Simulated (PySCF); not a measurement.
Gd (gadolinium, neutral) across methods

[Xe] 4f8 6s2, high-spin 7F determinant (an excited configuration). Computed with PySCF 2.14 in cc-pVDZ-X2C, with the spin-free X2C one-electron Hamiltonian (Gaussian nucleus).

```csv
method,E (hartree),mean ε 4f β (eV),mean ε 6s α (eV),mean ε 6s β (eV),Σ⟨r²⟩ (bohr²),⟨S²⟩
UHF,-11266.57503,-7.570,-5.060,-4.889,86.42,12.013
r2SCAN,-11270.77,0.219,-3.866,-3.571,82.36,12.016
PBE0,-11270.41,-1.849,-4.250,-4.069,81.74,12.010
PBE,-11270.51,0.156,-3.775,-3.575,81.15,12.009
LDA,-11262.39,0.253,-3.918,-3.721,80.07,12.010
```

Spin-orbit coupling, absent here, splits the open shell strongly.

The highest occupied level is positive at r2SCAN, PBE, LDA: only the finite basis holds that electron, which in a density functional comes from self-interaction.
